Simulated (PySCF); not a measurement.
# Vertical excitation energies

Compound: C₆H₈NP.
Numbering: `[CH:1]#[C:2][CH2:3][PH:4][CH2:5][CH2:6][C:7]#[N:8]` (hydrogens: H9 on C1; H10, H11 on C3; H12 on P4; H13, H14 on C5; H15, H16 on C6)

Structure used (GFN2-xTB), in Å, numbered top down from 1:
```xyz
16
C6H8NP angstrom
C     -1.6838    1.9527   -0.0013
C     -1.7309    0.7597   -0.0986
C     -1.7699   -0.6792   -0.1707
P     -0.4389   -1.5425    0.8393
C      1.0630   -1.2206   -0.2228
C      1.4159    0.2444   -0.5067
C      1.7423    0.9466    0.7076
N      2.0078    1.4871    1.6794
H     -1.6527    2.9981    0.0751
H     -1.6835   -1.0238   -1.2072
H     -2.7308   -1.0317    0.2189
H     -0.2186   -0.4752    1.7174
H      1.9010   -1.7084    0.2853
H      0.9070   -1.7504   -1.1687
H      0.5795    0.7601   -0.9867
H      2.2851    0.2921   -1.1717
```

Method: TDDFT wB97X-D/def2-SVPD, vertical, gas phase, core orbitals frozen in the response in PySCF.

```csv
state,E (eV),λ (nm),f,|μ| (D),"main configurations (H = HOMO, L = LUMO)"
S1,6.43,192.8,0.040,1.29,"H→L+1 (37%), H→L+4 (17%), H→L+2 (14%)"
S2,6.54,189.6,0.074,1.73,"H→L+1 (37%), H→L+4 (18%), H-1→L+4 (17%)"
S3,6.72,184.6,0.025,0.98,"H→L (49%), H→L+2 (9%), H→L+3 (9%)"
S4,6.79,182.5,0.0084,0.57,"H-1→L+1 (31%), H-1→L+2 (11%), H→L (9%)"
S5,6.83,181.5,0.025,0.99,"H→L+2 (32%), H-2→L+1 (10%), H-1→L+4 (10%)"
S6,7.23,171.5,0.075,1.65,"H→L+2 (28%), H-2→L+1 (19%), H→L (14%)"
S7,7.64,162.3,0.042,1.21,"H-1→L (40%), H-1→L+1 (24%)"
S8,7.79,159.1,0.048,1.28,"H-2→L (12%), H→L+3 (10%), H-2→L+2 (9%)"
```

Triplets (Tamm–Dancoff): T1 5.32 eV, H→L+1 (56%), H→L+2 (8%); T2 5.63 eV, H→L (24%), H→L+2 (14%), H→L+3 (12%); T3 5.74 eV, H→L+1 (18%), H→L+2 (14%), H-1→L+4 (11%).

The lowest singlet lies at 6.43 eV (193 nm, vacuum ultraviolet) and is of moderate strength; its leading configuration is HOMO→LUMO+1 (37%). The largest oscillator strength of a single state is 0.075. Löwdin shares by element: HOMO phosphorus 50%, carbon 33% or more (atoms not listed hold the other 17%); LUMO carbon 22% or more, phosphorus 13%, hydrogen 11% or more (atoms not listed hold the other 53%). Of the 8 states listed, 7 reach f = 0.01 and none stays under 0.0005. Weighted by f, the mean energy of these states is 7.04 eV. Orbital energies (eV): HOMO-3 -11.24, HOMO-2 -10.28, HOMO-1 -9.93, HOMO -9.00, LUMO 1.83, LUMO+1 1.93, LUMO+2 2.28. Singlets were solved by full linear response, triplets in the Tamm–Dancoff approximation.

One conformer stands for the species.
